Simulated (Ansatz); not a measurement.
Start from `[OH][Ti]([F])([F])[F]` and change one atom or group to get `[OH][Ti]([F])([F])[SH]`.

Ansatz, PBE0-D4/def2-TZVP geometries, multiplicity 1. Each molecule was computed in one conformer, which needn't be the lowest.

Scalar relativity is left out up to krypton.

| property | `[OH][Ti]([F])([F])[F]` |
| --- | --- |
| HOMO–LUMO gap (ωB97M-V/def2-TZVPP) / eV | 12.86 |
| size of the dipole moment (ωB97M-V/def2-TZVPP) / D | 2.49 |
| HOMO–LUMO gap (PBE0/def2-TZVPP) / eV | 8.04 |
| HOMO energy (ωB97M-V/def2-TZVPP) / eV | -13.06 |
| LUMO energy (PBE/def2-TZVPP) / eV | -3.50 |
| HOMO–LUMO gap (B3LYP/def2-TZVPP) / eV | 7.43 |

(1) Give the same properties after the change, and the shifts. (Best estimate.)

Results:

(1) The calculation gave: 
```json
{"property": "HOMO–LUMO gap (ωB97M-V/def2-TZVPP) / eV", "`[OH][Ti]([F])([F])[SH]`": "9.84", "shift": "-3.02"}
{"property": "size of the dipole moment (ωB97M-V/def2-TZVPP) / D", "`[OH][Ti]([F])([F])[SH]`": "1.92", "shift": "-0.57"}
{"property": "HOMO–LUMO gap (PBE0/def2-TZVPP) / eV", "`[OH][Ti]([F])([F])[SH]`": "5.43", "shift": "-2.61"}
{"property": "HOMO energy (ωB97M-V/def2-TZVPP) / eV", "`[OH][Ti]([F])([F])[SH]`": "-10.11", "shift": "2.95"}
{"property": "LUMO energy (PBE/def2-TZVPP) / eV", "`[OH][Ti]([F])([F])[SH]`": "-3.47", "shift": "0.03"}
{"property": "HOMO–LUMO gap (B3LYP/def2-TZVPP) / eV", "`[OH][Ti]([F])([F])[SH]`": "4.91", "shift": "-2.52"}
```

Dipoles are sizes alone; their direction can turn.

B3LYP here is the variant with VWN-RPA as its local correlation; programs differ in this.
